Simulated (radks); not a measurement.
Results of a calculation; reference values are marked as such.
All-electron atom: Pb80+ in [He]. Level of theory: scalar-relativistic Kohn-Sham, PBE, spin-polarised, spherical densities, finite nucleus; Fermi nuclear charge, rms radius 5.5012 fm (a radial shooting solver on a logarithmic mesh with Libxc functionals).

Radial electron density D(r) = 4 pi r^2 rho(r):

r (bohr)   D(r) (e/bohr)
0.0007354          6.720
0.000891           8.923
0.001071           11.65
0.001287           15.11
0.00156            19.67
0.001875           25.10
0.002272           32.01
0.002731           39.89
0.003283           48.96
0.003977           59.46
0.004781           70.03
0.005747           80.33
0.006963           89.59
0.00837            95.64
0.01006            97.47
0.01219            93.69
0.01465            84.21
0.01775            69.11
0.02134            51.74
0.02565            34.44
0.03108            19.36
0.03736            9.364
0.04491            3.685
0.05441            1.069
0.06541           0.2404
0.07862          0.03768
0.09526         0.003429
0.1145         0.0002019

D(r) has 1 maximum, at r = 0.00982 bohr.
